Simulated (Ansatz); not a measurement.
Mulliken charges of C2H5O2Si (`C=C[Si](O)O`) radical from B3LYP/def2-TZVPP in Ansatz (PBE0-D4/def2-TZVP geometry).

| atom | x (Å) | y (Å) | z (Å) | charge (e) |
| --- | --- | --- | --- | --- |
| C1 | -1.612 | -0.800 | 0.058 | -0.201 |
| C2 | -0.500 | -0.609 | -0.652 | -0.204 |
| Si3 | 0.619 | 0.838 | -0.377 | 0.494 |
| O4 | 0.426 | 1.478 | 1.129 | -0.391 |
| O5 | 2.146 | 0.276 | -0.653 | -0.374 |
| H6 | -1.895 | -0.127 | 0.863 | 0.103 |
| H7 | -2.285 | -1.632 | -0.132 | 0.111 |
| H8 | -0.267 | -1.296 | -1.463 | 0.099 |
| H9 | 0.595 | 0.899 | 1.878 | 0.175 |
| H10 | 2.855 | 0.922 | -0.647 | 0.186 |

Task: By hand: the dipole of these point charges (1 e Å = 4.8032 D).

Result: Σ q r = (-0.077, 0.024, -0.124) e Å, of length 0.148 e Å = 0.71 D.

Task: How does the dipole of the full density compare? (Best estimate.)

Result: The calculation gave: (0.093, -0.110, 0.136) e Å, 0.95 D; the point charges give 0.75 times that, at 155° from its direction, so they point the opposite way.

Point charges leave out the atoms' own dipoles, such as those of lone pairs, and Mulliken's split depends on the basis, so the two needn't agree.

B3LYP here is the variant with VWN-RPA as its local correlation; programs differ in this.
